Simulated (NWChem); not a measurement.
System: CHF2O3S, doublet; SMILES F[C](S(=O)(=O)O)F

The following NWChem deck was run.

```
start job
memory heap 200 mb stack 900 mb global 1100 mb
geometry units angstroms noautosym nocenter noautoz
  O     -1.167089    -1.235653    -0.650979
  S      0.033613    -0.683032    -0.067215
  O      1.362351    -1.164988    -0.321389
  O     -0.164745    -0.653275     1.540137
  C      0.039291     1.069033    -0.473922
  F      1.091392     1.733135    -0.085444
  F     -1.077663     1.693669    -0.199453
  H     -1.105633    -0.803866     1.728069
end
basis spherical
  * library 6-31g*
end
dft
  odft
  mult 2
  xc xcamb88 1.00 lyp 0.81 vwn_5 0.19 hfexch 1.00
  cam 0.33 cam_alpha 0.19 cam_beta 0.46
  iterations 150
end
property
  efieldgrad
end
task dft property
```

Structure relaxed at the PBE0/def2-SVP, spin-unrestricted level. No frequency run checked for a minimum. No stability test was run on the SCF state.

Vzz is the largest principal value of the second derivative of the potential at the nucleus (NWChem prints the opposite sign); η is the asymmetry. Non-relativistic.

Atoms are numbered as in the input.

Task: Predict the main results of this run. (CAM-B3LYP/6-31G* (spherical d), spin-unrestricted.) Quantities: Vzz O1 (a.u.); η O1; Vzz S2 (a.u.); η S2; Vzz O3 (a.u.); η O3; Vzz O4 (a.u.); η O4.

Result: 
* **Vzz O1 (a.u.)**: 1.351
* **η O1**: 0.02
* **Vzz S2 (a.u.)**: 0.805
* **η S2**: 0.35
* **Vzz O3 (a.u.)**: 1.343
* **η O3**: 0.05
* **Vzz O4 (a.u.)**: 1.531
* **η O4**: 0.93
